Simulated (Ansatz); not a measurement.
## Energy profile

The step: SiNH₅O ([NH2][SiH2][OH]) + AsH₃ → SiAsH₅O ([OH][SiH2][AsH2]) + NH₃; bonds formed: Si1–As7, N2–H6; bonds broken: Si1–N2, H6–As7 (atoms numbered as in the saddle structure below).

| atom | x (Å) | y (Å) | z (Å) |
| --- | --- | --- | --- |
| Si1 | -0.4892 | -1.1725 | 0.0887 |
| N2 | 0.3429 | 0.0374 | 1.2520 |
| H3 | 0.5517 | -1.6782 | -0.8215 |
| H4 | -0.8134 | -2.2434 | 1.0670 |
| O5 | -1.9560 | -0.6634 | -0.3931 |
| H6 | 0.6117 | 0.7634 | 0.5101 |
| As7 | 0.3551 | 1.2922 | -1.7141 |
| H8 | -0.3108 | 0.4475 | 1.9168 |
| H9 | 1.1475 | -0.3321 | 1.7571 |
| H10 | -1.8591 | 0.0437 | -1.0494 |
| H11 | 1.8324 | 0.9205 | -1.6808 |
| H12 | 0.5873 | 2.5850 | -0.9330 |

Electronic energies by CCSD(T) at an estimated basis limit (MP2 extrapolated from triple and quadruple zeta, plus CCSD(T) − MP2 in triple zeta), on PBE0-D4/def2-TZVP structures; SiAsNH8O, closed shell; no counterpoise correction. Program: Ansatz 0.2.0. Basis: def2-TZVPP and def2-QZVPP. Cores are frozen in the correlated methods. Filled d shells of the heavier atoms are correlated. The def2 sets are not built for correlating such inner shells, so the correlated values are less sure here. Extrapolation: Hartree–Fock as exp(−7.88 √X), correlation as X^−2.97.

Give the profile in kJ/mol, counted from the separated reactants. (To be estimated.)

By the calculation:
| point | kJ/mol |
| --- | --- |
| separated: SiNH5O (linked as [NH2][SiH2][OH]; Si1, N2, H3, H4, O5, H8, H9, H10; singlet) + AsH3 (H6, As7, H11, H12; singlet) | 0.0 |
| start structure | -13.9 |
| saddle | 127.6 |
| end structure | 21.8 |
| separated: SiAsH5O (linked as [OH][SiH2][AsH2]; Si1, H3, H4, O5, As7, H10, H11, H12; singlet) + NH3 (N2, H6, H8, H9; singlet) | 35.4 |

The T1 diagnostic stays at or below 0.013.

For scale, one of the runs: CCSD(T)/def2-TZVPP, 264 basis functions, launched by `ansatz run in.yaml --threads 8 --pin off --events-out ev --progress --plain --max-ram 19148MiB`. Time: 2.6 min of wall clock on 8 CPU threads of an Arm Neoverse V2; the host was shared. Peak host memory: 6.5 GiB.
